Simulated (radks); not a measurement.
Results of a calculation; reference values are marked as such.
Problem. Coulomb parameter of the 4d shell of the technetium ion Tc3+ in the model configuration [Kr] 4d2 5p2, as a second difference U = [E(n + 0.5) + E(n - 0.5) - 2 E(n)] / (0.5)^2 with all orbitals relaxed. "Bare": the charge of the atom changes with n. "Screened": the 5p shell takes up the change at fixed total charge, which measures U(4d,4d) + U(5p,5p) - 2 U(4d,5p). Code: a radial shooting solver on a logarithmic mesh with Libxc functionals. Model: scalar-relativistic Kohn-Sham, PBE, spin-unpolarised, spherical densities, point nucleus. Estimate both.

Solution. U(bare) = 13.879 eV, U(screened by 5p) = 2.699 eV, against the Slater integral F0(4d,4d) = 17.344 eV with frozen orbitals.
